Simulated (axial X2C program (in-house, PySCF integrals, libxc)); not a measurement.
# SnGe: properties at the nuclei

Computed with an in-house all-electron X2C program for linear molecules (integrals from PySCF): two-component X2C with atomic mean-field Coulomb and Gaunt terms, Gaussian nuclei, basis Sn dyall-cv3z, Ge dyall-cv3z with contracted cores.

R = 2.572 Å (near the PBE0 minimum at charge 0 of the determinant lowest at the starting distance; the state shown can have its own minimum elsewhere).

Determinant lowest in the PBE0 search, Ω = 1 (⟨Sz⟩ = 1.00, ⟨Lz⟩ = 0.00 at PBE0), spin on the atoms Sn 0.47, Ge 0.53:

```tsv
level	Eeff magnitude (GV/cm)	Ws magnitude Sn (kHz)	Ws magnitude Ge (kHz)	A∥/gI Sn (MHz)	qzz Sn (a.u.)	A∥/gI Ge (MHz)	qzz Ge (a.u.)	μ (D)
PBE0	1.03	0.605	0.0853	-417	-7.10	-258	-3.87	-0.60
HF	2.15	0.92	0.404	-914	-6.36	-420	-3.34	-0.69
PBE50	1.38	0.763	0.128	-454	-7.31	-261	-3.89	-0.66
LDA	1.09	0.611	0.0976	-349	-6.88	-243	-3.91	-0.47
BP86	0.815	0.484	0.0726	-387	-6.83	-252	-3.86	-0.50
```

Determinant 0.26 eV from it at PBE0 and this distance, Ω = 2 (⟨Sz⟩ = 0.98, ⟨Lz⟩ = 1.02 at PBE0), spin on the atoms Sn 0.31, Ge 0.67:

```
level  Eeff magnitude (GV/cm)  Ws magnitude Sn (kHz)  Ws magnitude Ge (kHz)  A∥/gI Sn (MHz)  qzz Sn (a.u.)  A∥/gI Ge (MHz)  qzz Ge (a.u.)  μ (D)
 PBE0                    3.09                   1.45                  0.361             246          -0.37             117          -0.16  -0.71
   HF                  0.0239                  0.968                   0.66             368          -1.29           -36.9           0.23  -1.31
PBE50                    2.27                   1.34                  0.452             329          -0.60            47.7          -0.14  -0.83
  LDA                     2.9                   1.31                  0.302             261          -0.21             224          -0.14  -0.57
 BP86                    3.28                   1.41                  0.297             243          -0.11             179          -0.07  -0.61
```

Eeff is the effective electric field on the electron electric dipole moment in this Ω state and Ws the scalar–pseudoscalar constant of the nucleus named (defined with the proton number Z and per Ω); A∥ (defined per Ω) follows by multiplying with gI = μI/(I μN); qzz is the electric field gradient, eQq0 = 234.96 MHz × Q/barn × qzz; μ is positive if the Ge end (last atom) is positive. The operators were transformed with the bare-nucleus X2C matrices; with these basis sets, hyperfine constants and field gradients can be off by tens of per cent, and where levels differ in sign neither size nor sign is settled.

(1) With gI(73Ge) = -0.1954, Q(73Ge) = -0.196 barn (g factors from the IAEA table of nuclear moments by Stone; Q from Pyykkö, Mol. Phys. 2018), turn the PBE0 values of the first state into constants in MHz.

Each state is one determinant with collinear spin, which with several unpaired electrons need not be a pure state. Unrestricted Hartree–Fock can overshoot spin polarisation at the nuclei. With several open shells hyperfine constants can be off by a factor of several. Where Eeff spreads by more than a factor of two the levels disagree and none is to be relied on. Open-shell Ω = 0 determinants with evenly filled partner blocks cannot be reached by this program, so the Ω shown need not be the lowest component. States lie within half an eV, so the first need not be the ground state. Further determinants of the search, some of them spin-mixed, are not shown. Where a field gradient or hyperfine factor spreads by more than a factor of two over the levels, a constant derived from it is not to be relied on. PBE0 term energies can be off by some tenths of an eV.

## Answers

(1) A∥(73Ge) = -258 × -0.1954 = 50.4 MHz; eQq0(73Ge) = 234.96 × (-0.196) × (-3.87) = 178 MHz.
